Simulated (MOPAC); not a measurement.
System: CH7OSi2 (charge -1, singlet). SMILES: C[SiH-]O[SiH3]

Atoms: C1, Si2, O3, Si4, H5, H6, H7, H8, H9, H10, H11. Bonds: C1-Si2, C1-H5, C1-H6, C1-H7, Si2-O3, Si2-H8, O3-Si4, Si4-H9, Si4-H10, Si4-H11.

Bond lengths (Å) and angles (degrees) optimised at PM6 with MOPAC; PM7 with MOPAC; MNDO with MOPAC, each started from the B3LYP-D3(BJ)/def2-TZVP structure (Ansatz) of the last column. A row stands for all coordinates that are equal there; 13 of 23 kinds are shown. No wavenumbers were computed at MNDO, so these may be saddle points.

```json
[
 {"coordinate": "C1-Si2", "PM6": "1.941", "PM7": "1.872", "MNDO": "1.828", "B3LYP-D3(BJ)/def2-TZVP": "1.954"},
 {"coordinate": "C1-H5", "PM6": "1.089", "PM7": "1.096", "MNDO": "1.112", "B3LYP-D3(BJ)/def2-TZVP": "1.096"},
 {"coordinate": "C1-H6", "PM6": "1.093", "PM7": "1.100", "MNDO": "1.109", "B3LYP-D3(BJ)/def2-TZVP": "1.095"},
 {"coordinate": "C1-H7", "PM6": "1.095", "PM7": "1.096", "MNDO": "1.110", "B3LYP-D3(BJ)/def2-TZVP": "1.098"},
 {"coordinate": "Si2-O3", "PM6": "1.825", "PM7": "1.649", "MNDO": "1.683", "B3LYP-D3(BJ)/def2-TZVP": "1.793"},
 {"coordinate": "Si2-H8", "PM6": "1.526", "PM7": "1.434", "MNDO": "1.424", "B3LYP-D3(BJ)/def2-TZVP": "1.549"},
 {"coordinate": "O3-Si4", "PM6": "1.558", "PM7": "1.533", "MNDO": "1.599", "B3LYP-D3(BJ)/def2-TZVP": "1.602"},
 {"coordinate": "Si4-H9", "PM6": "1.461", "PM7": "1.464", "MNDO": "1.400", "B3LYP-D3(BJ)/def2-TZVP": "1.496"},
 {"coordinate": "C1-Si2-O3", "PM6": "101.9", "PM7": "118.1", "MNDO": "105.5", "B3LYP-D3(BJ)/def2-TZVP": "96.8"},
 {"coordinate": "Si2-O3-Si4", "PM6": "178.9", "PM7": "172.2", "MNDO": "127.3", "B3LYP-D3(BJ)/def2-TZVP": "128.0"},
 {"coordinate": "Si2-C1-H5", "PM6": "113.7", "PM7": "111.6", "MNDO": "113.0", "B3LYP-D3(BJ)/def2-TZVP": "112.1"},
 {"coordinate": "Si2-C1-H6", "PM6": "109.0", "PM7": "107.8", "MNDO": "112.9", "B3LYP-D3(BJ)/def2-TZVP": "111.1"},
 {"coordinate": "Si2-C1-H7", "PM6": "107.5", "PM7": "111.1", "MNDO": "111.0", "B3LYP-D3(BJ)/def2-TZVP": "110.0"}
]
```

Mean signed difference of all 10 bond lengths from B3LYP-D3(BJ)/def2-TZVP: PM6 -0.017 Å, PM7 -0.050 Å, MNDO -0.061 Å.
